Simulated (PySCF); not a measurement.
This PySCF input asks for the NMR shieldings of SMILES C(BCCC)SC, C₅H₁₃BS; the geometry comes from GFN2-xTB.

```python
import basis_set_exchange as bse
import numpy as np
from pyscf import gto, dft
from pyscf.prop import nmr

atoms = """
C    -3.092747   -0.044697   -0.897393
C    -1.682055    0.388288   -0.513746
C    -0.976921   -0.656254    0.353679
B     0.548680   -0.354896    0.732094
C     1.160429    1.080760    0.616436
S     1.684294    0.174619   -0.891130
C     3.357593   -0.361000   -0.408688
H    -3.579117    0.713698   -1.508113
H    -3.065038   -0.973569   -1.463618
H    -3.695834   -0.207147   -0.006177
H    -1.737504    1.335504    0.027582
H    -1.099219    0.556726   -1.424288
H    -1.045420   -1.622719   -0.154574
H    -1.547214   -0.774434    1.280289
H     1.135866   -1.175504    1.341287
H     0.559429    1.930819    0.318010
H     2.033376    1.400818    1.173168
H     3.319560   -0.859018    0.553883
H     4.009813    0.506860   -0.368729
H     3.706881   -1.048173   -1.172704
"""
names = dict.fromkeys(["C", "B", "S", "H"], "pcSseg-1")
basis = {el: gto.basis.parse(bse.get_basis(n, elements=[el], fmt="nwchem")) for el, n in names.items()}
mol = gto.M(atom=atoms, basis=basis, charge=0, verbose=0)
mf = dft.RKS(mol, xc="PBE0")
mf.grids.level = 2
mf.grids.alignment = dft.numint.BLKSIZE   # the property module wants whole blocks of grid points
mf.conv_tol = 1e-9
mf.kernel()

calc = nmr.RKS(mf)   # GIAO
C = mf.mo_coeff
Co = C[:, mf.mo_occ > 0]
resp = mf.gen_response(singlet=True, hermi=2)
def vind(x):   # induced exchange potential for any number of trial vectors
    d = np.einsum("pi,xij,qj->xpq", C, 2 * x.reshape(-1, C.shape[1], Co.shape[1]), Co, optimize=True)
    return np.einsum("xpq,pi,qj->xij", resp(d - d.transpose(0, 2, 1)), C, Co, optimize=True).ravel()
mo1, _ = nmr.rhf.solve_mo1(calc, with_cphf=vind)
sigma = calc.kernel(mo1)
for i, s in enumerate(sigma):   # ppm
    w = np.linalg.eigvalsh((s + s.T) / 2)
    print("%2d %-2s iso %8.1f  s11 %8.1f  s22 %8.1f  s33 %8.1f" % (i, mol.atom_pure_symbol(i), w.mean(), *w))
```

Question: What does it print?

Answer: 
```
 0 C  iso    166.8  s11    152.9  s22    159.3  s33    188.2
 1 C  iso    163.7  s11    158.6  s22    161.9  s33    170.6
 2 C  iso    162.8  s11    150.2  s22    157.2  s33    181.1
 3 B  iso    100.3  s11     54.7  s22    113.7  s33    132.5
 4 C  iso    156.3  s11    119.8  s22    155.9  s33    193.2
 5 S  iso    730.1  s11    471.3  s22    607.9  s33   1111.2
 6 C  iso    159.6  s11    134.1  s22    150.3  s33    194.5
 7 H  iso     30.5  s11     25.5  s22     27.9  s33     38.3
 8 H  iso     30.9  s11     26.7  s22     29.2  s33     36.7
 9 H  iso     30.8  s11     26.8  s22     28.8  s33     37.0
10 H  iso     30.7  s11     24.7  s22     32.4  s33     35.1
11 H  iso     31.2  s11     24.3  s22     33.4  s33     36.0
12 H  iso     30.6  s11     26.4  s22     30.6  s33     34.9
13 H  iso     31.0  s11     26.5  s22     29.8  s33     36.6
14 H  iso     28.8  s11     24.6  s22     29.9  s33     32.0
15 H  iso     29.4  s11     24.1  s22     27.4  s33     36.7
16 H  iso     30.2  s11     24.3  s22     28.0  s33     38.2
17 H  iso     30.1  s11     23.9  s22     29.1  s33     37.2
18 H  iso     29.7  s11     24.0  s22     26.8  s33     38.1
19 H  iso     29.8  s11     24.3  s22     26.1  s33     38.9
```

These numbers come from an equivalent density-fitted implementation of the same equations, which agrees with the script to about 0.01 ppm for H and up to a few tenths of a ppm for heavy atoms, so last digits may differ.

Size and cost of the density-fitted run: 191 basis functions, 53 s wall time on 1 thread of an Arm Neoverse N1, shared host; peak memory 0.85 GiB.
